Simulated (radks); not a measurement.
Values are calculated unless marked as measured or tabulated.
Ionisation of the praseodymium ion Pr+, [Xe] 4f3 6s1, to Pr2+, [Xe] 4f3, under several functionals. Scalar-relativistic Kohn-Sham, spin-unpolarised, spherical densities, point nucleus; a radial shooting solver on a logarithmic mesh with Libxc functionals.

functional                                      E(Pr+) (hartree)  Exc (hartree)  IE (eV)  -e(HOMO) (eV)  <r> HOMO (bohr)  IE error (eV)
exchange-only B88                                     -9234.8724      -213.3320   10.099          5.959            1.191         -0.532
LDA (Slater exchange, Perdew-Wang correlation)        -9230.3878      -208.8610   10.823          7.295            1.172         +0.192
SOGGA                                                 -9233.2433      -211.7239   10.442          6.974            1.173         -0.189
AM05                                                  -9230.6609      -209.1393   10.499          7.091            1.171         -0.132
PW91                                                  -9238.2762      -216.7894   10.660          7.096            1.173         +0.029
LDA (Slater exchange, VWN5 correlation)               -9230.4117      -208.8854   10.821          7.300            1.172         +0.190

NIST Atomic Spectra Database: 10.63 eV (semi-empirical). Closest: PW91. The Delta-SCF values span 0.72 eV, the total energies 7.89 hartree. The highest occupied level is 4f. Spin polarisation and multiplet splitting are left out, so open shells lie too high by an amount that depends on their filling. Spin-orbit splitting is averaged out at the scalar-relativistic level.

Beside tabulated values, note that spin-unpolarised runs miss the spin-polarisation part of the exchange energy of open shells.
